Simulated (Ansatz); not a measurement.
Cost and result up the ladder for Mo(OSiH3)4 (Si₄MoO₄H₁₂) (21 atoms). Charge 0, multiplicity 3. Geometry: PBE-D4/def2-SVP.

```
atom   x (Å)   y (Å)   z (Å)
 Mo1   0.358   1.098  -0.059
  O2  -1.210   1.998   0.517
 Si3  -2.812   1.475   0.788
  H4  -3.461   1.073  -0.506
  H5  -3.540   2.655   1.366
  H6  -2.862   0.338   1.772
  O7   0.896   1.080  -1.879
 Si8   0.628  -0.007  -3.166
  H9  -0.819   0.009  -3.571
 H10   1.043  -1.408  -2.801
 H11   1.477   0.476  -4.307
 O12   1.780   1.150   1.164
Si13   2.742   0.335   2.301
 H14   2.618   1.037   3.623
 H15   4.167   0.365   1.831
 H16   2.267  -1.089   2.423
 O17  -0.685  -0.523  -0.329
Si18  -0.649  -2.143   0.112
 H19  -1.040  -2.313   1.560
 H20   0.732  -2.724  -0.076
 H21  -1.628  -2.882  -0.760
```

Ansatz on 4 threads of Arm Neoverse V1 on a shared host. Times are rough, and most runs start from the orbitals of an earlier one. PBE0-D4/def2-TZVP serves as the yardstick here, not as an exact answer. Differences are given only for rows in sets of like size (and for xTB, whose basis is part of the method), since another set adds its own error. Binding counts from free atoms at the same level (Mo septet, O triplet, Si triplet, H doublet; other spins of the atoms weren't run), without zero-point energy or a counterpoise term.

In the def2 sets Mo takes a core potential, while STO-3G treats all electrons; there is no spin–orbit coupling. LC-ωPBE has ω = 0.4 bohr⁻¹. Correlated methods freeze 24 core orbitals; core or outer-core shells of Mo are correlated, in sets that lack core-valence functions. The rows differ in basis, and correlated rows in double-zeta sets carry the largest basis error.

Correlated methods converge slowly with the basis, most of all in double-zeta sets.

```tsv
level	functions	wall time	binding energy per atom (eV)	difference from PBE0-D4/def2-TZVP (eV)
HF/STO-3G	95	3 s	3.10	–
PBE-D4/def2-SVP	219	10 s	3.61	–
PBE0-D4/def2-SVP	219	14 s	3.51	–
MP2/def2-SVP	219	16 s	3.37	–
PBE-D4/def2-TZVP	384	17 s	3.61	0.10
PBE0-D4/def2-TZVP	384	35 s	3.51	0.00
LC-ωPBE/def2-TZVP (with forces)	384	35 s	3.53	0.01
r2SCAN-D4/def2-TZVP	384	38 s	3.59	0.07
```
